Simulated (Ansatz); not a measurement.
Species: CdI, net charge 1, singlet state. 
Coordinates optimised at B3LYP-D3(BJ)/def2-TZVP (Ansatz, a first-principles code):
```xyz
2

Cd     0.0000     0.0000    -1.3603
I      0.0000     0.0000     1.2320
```
Charge +1, spin multiplicity 1.

Quantity: vertical electron affinity (to the doublet state of charge +0; a negative value means that the extra electron is unbound and the number depends on the basis; each state is the SCF solution reached for its spin), in eV. Correlated levels leave the core frozen unless marked. UHF or UKS for open shells. No spin-orbit coupling. Frozen are the shells of the preceding noble gas and the d and f shells that filled before the atom's block. Past Kr the def2 sets carry scalar-relativistic core potentials. Basis-set limits of correlation are two-point, X^-3; Hartree-Fock from the larger set.

```tsv
level	program	vertical electron affinity (eV)
PBE/def2-TZVPD	Ansatz	8.12
```

Task: What does CCSD(T)/CBS(def2-TZVPPD,def2-QZVPPD) (Ansatz) give?

Result: 8.17 eV, so PBE/def2-TZVPD differs from it by -0.05 eV.
